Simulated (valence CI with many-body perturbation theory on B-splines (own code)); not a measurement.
# Pr XLIV: calculated level list

Calculated by configuration interaction combined with many-body perturbation theory (CI+MBPT): six valence electrons over a frozen Dirac-Fock core [Ne], radial functions for each j: 9 s, 9 p, 8 d, 6 f, 3 g, 1 h, with the one-electron correlation potential Σ1, the two-electron term Σ2, the three-electron term Σ3, Breit, model QED; selected CI, second order for the rest, scaled by the run's own slope (own B-spline code, finite nucleus).

The last digits are not significant, and no measured levels were compared; by estimate large intervals hold to a few tenths of a per cent, small ones and those within an open d or f shell to about a per cent. Among the levels kept, up to 1100 cm⁻¹ of a level comes from second order outside the variational space, and about a tenth of that is noise between levels of different J, which matters for small intervals.

Levels 1 to 38 of 38, with energies above the lowest level, (3s^2 3p1/2^2 3p3/2^2) J=2. "Leading %" is the weight of the configuration and term that name the level; weights of strongly mixed levels are sums over their largest components and can fall short, and the name can then belong to a minority configuration. In the jj column 3d3/2^4 stands for four electrons in 3d with j = 3/2. Lifetimes count E1, E2, E3, M1 and M2 decay at the calculated energies, and are blank where another channel may lead or the interval is too uncertain; long ones can be off by a factor of two.

```
No.  Configuration  Term  J  E (eV)  Leading %  Lifetime   Second component                       Leading jj
  1         3s²3p⁴    ³P  2    0.00         70               29 % 3s²3p⁴ ¹D      3s^2 3p1/2^2 3p3/2^2 (98 %)
  2         3s²3p⁴    ¹S  0   14.46         60    120 ms     38 % 3s²3p⁴ ³P      3s^2 3p1/2^2 3p3/2^2 (98 %)
  3         3s²3p⁴    ³P  1  116.27         98   59.2 ns                           3s^2 3p1/2 3p3/2^3 (98 %)
  4         3s²3p⁴    ¹D  2  123.87         70    119 ns     29 % 3s²3p⁴ ³P        3s^2 3p1/2 3p3/2^3 (98 %)
  5       3s²3p³3d   ³F°  2  174.50         30    314 ps  21 % 3s²3p³3d ³D°  3s^2 3p1/2^2 3p3/2 3d3/2 (97 %)
  6       3s²3p³3d   ⁵D°  1  179.45         29    179 ps  27 % 3s²3p³3d ³P°  3s^2 3p1/2^2 3p3/2 3d3/2 (95 %)
  7       3s²3p³3d   ³P°  0  180.53         55   66.3 ns  32 % 3s²3p³3d ⁵D°  3s^2 3p1/2^2 3p3/2 3d3/2 (97 %)
  8       3s²3p³3d   ³F°  3  180.66         28    106 ns  19 % 3s²3p³3d ⁵D°  3s^2 3p1/2^2 3p3/2 3d3/2 (92 %)
  9       3s²3p³3d   ³F°  4  205.17         46   9.81 μs  31 % 3s²3p³3d ⁵D°  3s^2 3p1/2^2 3p3/2 3d5/2 (98 %)
 10       3s²3p³3d   ³P°  2  205.41         36   61.1 ps  25 % 3s²3p³3d ³D°  3s^2 3p1/2^2 3p3/2 3d5/2 (86 %)
 11       3s²3p³3d   ³D°  3  223.64         33   5.70 ps  19 % 3s²3p³3d ¹F°  3s^2 3p1/2^2 3p3/2 3d5/2 (87 %)
 12       3s²3p³3d   ³D°  1  230.42         34   9.14 ps  31 % 3s²3p³3d ³P°  3s^2 3p1/2^2 3p3/2 3d5/2 (90 %)
 13         3s²3p⁴    ³P  0  245.76         60   24.1 ns     38 % 3s²3p⁴ ¹S              3s^2 3p3/2^4 (97 %)
 14          3s3p⁵   ³P°  2  249.15         74   4.92 ps   8 % 3s²3p³3d ⁵D°        3s 3p1/2^2 3p3/2^3 (74 %)
 15          3s3p⁵   ¹P°  1  264.08         32   3.97 ps     31 % 3s3p⁵ ³P°        3s 3p1/2^2 3p3/2^3 (62 %)
 16       3s²3p³3d   ³F°  2  284.39         45    184 ps  27 % 3s²3p³3d ⁵D°  3s^2 3p1/2 3p3/2^2 3d3/2 (96 %)
 17       3s²3p³3d   ⁵D°  0  284.86         48    318 ps  30 % 3s²3p³3d ¹S°  3s^2 3p1/2 3p3/2^2 3d3/2 (94 %)
 18       3s²3p³3d   ³D°  1  285.52         50   17.5 ps  32 % 3s²3p³3d ⁵D°  3s^2 3p1/2 3p3/2^2 3d3/2 (89 %)
 19       3s²3p³3d   ³F°  3  290.13         36    109 ps  27 % 3s²3p³3d ³G°  3s^2 3p1/2 3p3/2^2 3d3/2 (93 %)
 20       3s²3p³3d   ³G°  4  297.46         51    421 ns  32 % 3s²3p³3d ¹G°  3s^2 3p1/2 3p3/2^2 3d3/2 (98 %)
 21       3s²3p³3d   ³F°  2  306.30         58   13.7 ps  26 % 3s²3p³3d ¹D°  3s^2 3p1/2 3p3/2^2 3d3/2 (92 %)
 22       3s²3p³3d   ³D°  3  310.99         58   21.2 ps  31 % 3s²3p³3d ⁵D°  3s^2 3p1/2 3p3/2^2 3d5/2 (93 %)
 23       3s²3p³3d   ⁵D°  4  312.74         49   77.8 ns  20 % 3s²3p³3d ³G°  3s^2 3p1/2 3p3/2^2 3d5/2 (97 %)
 24       3s²3p³3d   ³D°  3  319.43         48   1.26 ps  24 % 3s²3p³3d ³F°  3s^2 3p1/2 3p3/2^2 3d3/2 (85 %)
 25       3s²3p³3d   ³D°  1  319.57         40   7.65 ps  32 % 3s²3p³3d ¹P°  3s^2 3p1/2 3p3/2^2 3d5/2 (82 %)
 26       3s²3p³3d   ³P°  0  321.18         45    270 ps  41 % 3s²3p³3d ¹S°  3s^2 3p1/2 3p3/2^2 3d5/2 (85 %)
 27       3s²3p³3d   ³F°  4  321.75         70    394 ns  27 % 3s²3p³3d ¹G°  3s^2 3p1/2 3p3/2^2 3d5/2 (97 %)
 28       3s²3p³3d   ³P°  2  321.89         36    977 fs  20 % 3s²3p³3d ³D°  3s^2 3p1/2 3p3/2^2 3d3/2 (82 %)
 29       3s²3p³3d   ³G°  5  324.51         99    379 ns                     3s^2 3p1/2 3p3/2^2 3d5/2 (99 %)
 30       3s²3p³3d   ³S°  1  324.83         42    997 fs  39 % 3s²3p³3d ³P°  3s^2 3p1/2 3p3/2^2 3d3/2 (74 %)
 31       3s²3p³3d   ³D°  1  335.18         34    886 fs  34 % 3s²3p³3d ¹P°  3s^2 3p1/2 3p3/2^2 3d3/2 (74 %)
 32       3s²3p³3d   ³D°  2  337.71         50    107 ps  24 % 3s²3p³3d ³P°  3s^2 3p1/2 3p3/2^2 3d5/2 (97 %)
 33       3s²3p³3d   ³F°  3  343.18         35    465 ps  33 % 3s²3p³3d ¹F°  3s^2 3p1/2 3p3/2^2 3d5/2 (98 %)
 34       3s²3p³3d   ³D°  2  345.60         42   4.30 ps  16 % 3s²3p³3d ³F°  3s^2 3p1/2 3p3/2^2 3d5/2 (88 %)
 35       3s²3p³3d   ¹P°  1  349.71         31   2.50 ps  21 % 3s²3p³3d ³D°  3s^2 3p1/2 3p3/2^2 3d5/2 (76 %)
 36       3s²3p³3d   ¹F°  3  351.51         47   3.88 ps  16 % 3s²3p³3d ³F°  3s^2 3p1/2 3p3/2^2 3d5/2 (84 %)
 37      3s²3p²3d²    ³F  2  355.49         37    104 ps  27 % 3s²3p²3d² ⁵G      3s^2 3p1/2^2 3d3/2^2 (94 %)
 38       3s²3p³3d   ¹D°  2  357.44         39   2.00 ps  34 % 3s²3p³3d ³P°  3s^2 3p1/2 3p3/2^2 3d5/2 (88 %)
```

The ionisation energy to 3s²3p³ ²P°3/2 of the next ion comes out as 3421 eV (NIST: 3419 ± 4 eV (theoretical)). All 38 levels together are meant to be complete up to 365.56 eV.
